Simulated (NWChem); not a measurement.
triflic acid (CHF$_{3}$O$_{3}$S); SMILES O=S(=O)(O)C(F)(F)F

```xyz
9

O     -0.6029    -1.2132    -1.2901
S      0.0822    -0.8552     0.1219
O     -0.8137    -1.2421     1.1874
O      1.4630    -1.2419     0.0397
C      0.0151     0.9965     0.0087
F      0.4750     1.5062     1.1320
F      0.7435     1.4142    -1.0040
F     -1.2428     1.3693    -0.1668
H     -1.5571    -1.3272    -1.1490
```
Atoms are numbered in this order, from 1.

Computed with NWChem. Coordinates come from a PBE0/def2-SVP optimisation. Ions are spin-unrestricted doublets at the neutral geometry; other ion states weren't tried.

For level LDA (Slater exchange, VWN5)/def2-SVP:

```yaml
vertical ionisation energy, ΔSCF (eV): 11.70
"−ε(HOMO) (eV)": 8.16
```

### Question
How do the values read with level PBE0/def2-SVP instead?

### Answer
The vertical ionisation energy, ΔSCF (eV) is 12.18. The −ε(HOMO) (eV) comes out as 9.78.
